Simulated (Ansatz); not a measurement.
```yaml
crystal:
  periodic: [false, false, false]
  atoms:
    - {symbol: Se, position_ang: [-0.615873, 1.236185, 0.001548]}
    - {symbol: Se, position_ang: [1.289000, -0.031838, -0.027706]}
    - {symbol: Se, position_ang: [-0.673137, -1.204347, 0.026157]}
basis:
  gaussian: {orbitals: cc-pVTZ-DK}
total_charge: 1
magnetization: {spin_polarized: true, initial_magnetization: 1}
hamiltonian: {xc: {name: PBE0}, dispersion: d3bjatm}
scf: {omitted_lower_state_checks: [starts]}
```

```sh
$ ansatz run in.yaml --threads 4 --pin off --events-out ev --progress --plain --max-ram 3916MiB
```

Output, abridged:

```
Functional definition: PBE0
847 factors; integrals over basis functions are off by at most 5.0e-4 eV
mean field evaluation 1: about -198330.8031 eV, gradient 1.3e1 eV
mean field evaluation 2: about -198330.4783 eV, gradient 1.6e1 eV
mean field evaluation 4: about -198331.7695 eV, gradient 1.4e0 eV
mean field evaluation 8: about -198331.8012 eV, gradient 1.4e-1 eV
mean field evaluation 16: about -198331.8013 eV, gradient 1.1e-3 eV
mean field -198331.80129676 eV, -7288.5592635327 hartree, gradient 1.2e-5 eV, S^2 0.754393; 0 other end points of the search recorded, 0 dependent functions left out
reference -198331.80131983 eV, -7288.5592643804 hartree; 51, 50 occupied and 78, 79 virtual orbitals, 847 factors
Total energy: -198331.91303639 eV, -7288.5633698882 hartree
Relativity: scalar
Checks for a lower state left out: starts
```

It took 5.5 s on 4 threads of Arm Neoverse V1 on a shared host.

DK, ANO-RCC and x2c sets are all-electron and run with scalar relativity unless a key says otherwise.
